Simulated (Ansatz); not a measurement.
Born–Oppenheimer molecular dynamics of AlF2H2N (6 atoms, charge 0, multiplicity 1). It starts from a relaxed structure.

All numbers below come from RKS BLYP-D4/def2-SVP (Ansatz 0.2.0).

```json
{"ensemble": "NVT, Langevin thermostat", "time step": "0.5 fs", "steps asked": "300", "set temperature": "100 K", "friction": "0.05 /fs", "seed": "19819"}
```

First frame:

```xyz
6
Properties=species:S:1:pos:R:3
Al 0.055 -0.001 -0.033
F -0.028 -0.582 1.531
N 1.583 0.001 -0.914
H 2.473 -0.328 -0.534
H 1.700 0.331 -1.874
F -1.341 0.579 -0.742
```

How far do the bonds stretch over the last three quarters of this one trajectory? (Pairs bonded in most of those frames.)


```json
{"bond": "Al1–F2", "mean (Å)": "1.674", "spread (Å)": "0.021", "shortest": "1.64", "longest": "1.72"}
{"bond": "Al1–N3", "mean (Å)": "1.762", "spread (Å)": "0.012", "shortest": "1.74", "longest": "1.78"}
{"bond": "Al1–F6", "mean (Å)": "1.672", "spread (Å)": "0.015", "shortest": "1.63", "longest": "1.69"}
{"bond": "N3–H4", "mean (Å)": "1.024", "spread (Å)": "0.011", "shortest": "1.00", "longest": "1.05"}
{"bond": "N3–H5", "mean (Å)": "1.022", "spread (Å)": "0.014", "shortest": "1.00", "longest": "1.06"}
```

Mean temperature of the second half: 87 K. The mean temperature of the second half is 13 % below the set value. A run of 0.15 ps of so small a system gives no equilibrium averages.

Time of the run: 13 min on 1 thread of Arm Neoverse N1 (shared host), peak memory 0.12 GiB.
